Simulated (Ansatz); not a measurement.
A nudged elastic band was laid between two geometries of ClH3Sn + H2 (7 atoms, charge 0, multiplicity 1).

Method: RKS PBE-D4/def2-mTZVP (Ansatz).

```json
{"movable images": "7", "climbing image": "yes", "spring": "5.0 eV/Å²", "optimiser": "quadratic models (default)", "start path": "through a guess of the saddle point", "force threshold": "0.03 eV/Å", "iteration limit": "60", "end points": "relaxed"}
```

Image 0:

```xyz
7
Properties=species:S:1:pos:R:3
Sn 0.418 0.000 -0.104
Cl 0.552 0.000 2.266
H 2.045 0.000 -0.656
H -0.432 1.433 -0.525
H -0.432 -1.433 -0.525
H -3.123 0.000 1.169
H -2.584 0.000 1.693
```

Image 8:

```xyz
7
Properties=species:S:1:pos:R:3
Sn -0.180 0.000 -0.631
Cl -1.368 0.000 3.828
H 1.503 0.000 -0.282
H -0.629 1.416 -1.495
H -0.629 -1.416 -1.495
H -1.038 0.000 0.877
H -1.215 0.000 2.516
```

Q: Which bonds break or form, and what moves?

A: Bonds broken: Sn1–Cl2, H6–H7. Bonds formed: Sn1–H6, Cl2–H7. ClH3Sn + H2 becomes ClH + H4Sn.

Q: What energy profile does the band end with?

A: The run converged. The highest image is number 4 of 0 to 8, 1.86 eV above the first end and 1.10 eV above the last; the last end lies 0.77 eV above the first. A vibrational analysis at the climbing image gives 2 clearly imaginary modes (965i, 132i cm⁻¹): a point of higher order. A lower path may pass nearby, or the ends, which weren't checked, may share the extra mode. The orbitals stay closed-shell, which can raise the energy where a bond breaks towards radicals; this wasn't checked here.

```
image  path coordinate (Å)  energy (eV)  Sn1–Cl2 (Å)  H6–H7 (Å)  Sn1–H6 (Å)
    0                 0.00         0.00         2.37       0.75        3.76
    1                 0.62         0.03         2.38       0.75        3.21
    2                 1.23         0.27         2.41       0.76        2.74
    3                 1.85         1.01         2.57       0.78        2.31
    4                 2.46         1.86         2.93       0.96        1.99
    5                 3.15         1.14         3.38       1.38        1.78
    6                 3.84         0.80         3.95       1.67        1.74
    7                 4.54         0.77         4.39       1.71        1.74
    8                 5.23         0.77         4.61       1.65        1.74
```

Q: What is the geometry of the highest image?

A: 
```xyz
7
Properties=species:S:1:pos:R:3
Sn -0.242 0.000 -0.208
Cl 0.003 0.000 2.708
H 1.462 0.000 0.003
H -0.786 1.458 -0.944
H -0.786 -1.458 -0.944
H -1.867 0.000 0.947
H -1.340 0.000 1.756
```

The run took 2.5 min on 1 thread of AMD EPYC 7R43 64-Core Processor (Zen 3), with other jobs on the host, peak memory 0.15 GiB.
